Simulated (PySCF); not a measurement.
C₃H₁₂N₂Si, SMILES CCN[SiH2]NC.

Geometry: r2SCAN-D4/def2-SVP. One conformer was computed; it need not be the lowest.

All values below come from TDA-PBE/def2-SVPD run with PySCF.

Vertical excitations. 

| state | energy (eV) | λ (nm) | f | main pairs |
|---|---|---|---|---|
| S1 | 5.28 | 235 | 0.005 | HOMO→LUMO 97 % |
| S2 | 5.34 | 232 | 0.004 | HOMO→LUMO+1 99 % |
| S3 | 5.45 | 227 | 0.013 | HOMO−1→LUMO 98 % |
| S4 | 5.55 | 223 | 0.036 | HOMO−1→LUMO+1 96 % |
| S5 | 5.99 | 207 | 0.023 | HOMO→LUMO+2 98 % |
| S6 | 6.10 | 203 | 0.032 | HOMO→LUMO+3 93 % |
| T1 | 5.12 | 242 | 0 | HOMO→LUMO 91 % |
| T2 | 5.16 | 240 | 0 | HOMO→LUMO+1 90 % |
Triplets are in the Tamm–Dancoff approximation.
